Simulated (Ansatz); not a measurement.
Si(OAc)2H2 (C₄H₈O₄Si), relaxed as a singlet with RKS r2SCAN-D4/def2-SVP in Ansatz, starting from the GFN2-xTB geometry. Force threshold 0.02 eV/Å.

Start:

Cartesian coordinates in Å:
```
Si -0.517 -0.376 0.792
O -0.055 -1.047 -0.644
C -0.366 -2.312 -0.907
C 0.123 -2.762 -2.253
O -0.973 -2.993 -0.126
H -0.173 -3.791 -2.432
H 1.207 -2.674 -2.286
H -0.290 -2.112 -3.020
O 0.139 1.112 0.511
C 0.023 2.071 1.425
C 0.688 3.350 1.010
O -0.559 1.895 2.460
H 0.551 4.107 1.776
H 0.263 3.687 0.067
H 1.748 3.165 0.853
H 0.155 -1.027 1.902
H -1.964 -0.293 0.874
```

Problem. Estimate the energy that the relaxation releases and the steps that it takes.

Solution. 0.18 eV, in 8 steps; 34 s on 4 threads of Intel Xeon on a shared host. No frequencies were taken in this run, so the end may be a saddle point.

Problem. Does the start keep its bonding and symmetry?

Solution. By distances, no bond broke or formed. The bond that changes most is Si1–O9, from 1.65 to 1.72 Å (atoms count from 1). Point group C2v at the start, C2v at the end, both within 0.05 Å; within 0.015 Å the end is Cs.

Problem. Predict the relaxed structure.

Solution. 
```xyz
17

Si   -0.443   -0.318    0.672
O     0.035   -1.027   -0.818
C    -0.352   -2.309   -0.946
C     0.065   -2.929   -2.244
O    -0.976   -2.861   -0.063
H    -0.283   -3.966   -2.295
H     1.162   -2.889   -2.334
H    -0.344   -2.344   -3.081
O     0.241    1.233    0.386
C     0.050    2.094    1.401
C     0.649    3.444    1.155
O    -0.555    1.755    2.398
H     0.449    4.106    2.005
H     0.233    3.870    0.230
H     1.734    3.341    0.999
H     0.250   -0.979    1.794
H    -1.913   -0.220    0.740
```
Bond lengths: 4 × C–O 1.21 to 1.35 Å; 2 × O–Si 1.72 Å; 2 × C–C 1.50 Å; 6 × C–H 1.10 Å; 2 × H–Si 1.48 Å.
